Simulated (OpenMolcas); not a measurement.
Computed levels of 3d4 in ions with 22 electrons, in cm-1 above 5D0.

- Program: OpenMolcas
- Method: CASSCF
- Basis: ANO-RCC-VQZP
- Scalar Hamiltonian: DKH2, point nucleus
- Spin-orbit coupling: RASSI with atomic mean-field integrals over the reference wave functions, term energies averaged over their components

Active space for each ion: 4 electrons in 10 orbitals (3d 4d).

```json
{"Level": "5D1", "Fe4+": "147", "Ni6+": "280", "Cu7+": "373"}
{"Level": "5D2", "Fe4+": "432", "Ni6+": "814", "Cu7+": "1079"}
{"Level": "5D3", "Fe4+": "843", "Ni6+": "1568", "Cu7+": "2060"}
{"Level": "5D4", "Fe4+": "1366", "Ni6+": "2507", "Cu7+": "3267"}
{"Level": "3H4", "Fe4+": "26590", "Ni6+": "33282", "Cu7+": "36495"}
{"Level": "3H5", "Fe4+": "26913", "Ni6+": "33908", "Cu7+": "37339"}
{"Level": "3H6", "Fe4+": "27270", "Ni6+": "34568", "Cu7+": "38202"}
{"Level": "3P0(1)", "Fe4+": "28378", "Ni6+": "34920", "Cu7+": "37911"}
{"Level": "3P1(1)", "Fe4+": "29241", "Ni6+": "36561", "Cu7+": "40080"}
```

Estimate 5D4, 3H4, 3H5 for Co5+ from its neighbours Fe4+ and Ni6+.

5D4 is fine structure, which grows about as the fourth power of a screened charge, so the fourth roots are averaged: ((1366^0.25 + 2507^0.25) / 2)^4 = 1872. The calculation gives 1907, so the estimate is off by -1.8 %; the measured value is 1782 (Sugar and Corliss, J. Phys. Chem. Ref. Data 10, 1097 (1981)).
3H4 is another term, which grows about linearly with the charge: (26590 + 33282) / 2 = 29936. The calculation gives 29759, so the estimate is off by +0.6 %; the measured value is 28377 (Sugar and Corliss, J. Phys. Chem. Ref. Data 10, 1097 (1981)).
3H5 is another term, which grows about linearly with the charge: (26913 + 33908) / 2 = 30410. The calculation gives 30222, so the estimate is off by +0.6 %; the measured value is 28806 (Sugar and Corliss, J. Phys. Chem. Ref. Data 10, 1097 (1981)).

Without dynamic correlation excited terms often stand tens of per cent too high (terms of higher spin than the ground term too low), and those without a measured partner can miss by more than the paired ones. Active for correlation alone: 4d; no level in the range computed is led by a configuration that fills it, so any true level of that kind is missing. Computed and measured levels are paired by configuration, term and J; levels that our copy of the source lacks, or whose pairing is in doubt (as where it misses far off the trend of its configuration), stay unpaired and out of the deviations. Levels of configurations outside the active space are missing.

A number in round brackets counts repeated terms of one configuration in the order of the reference energies.
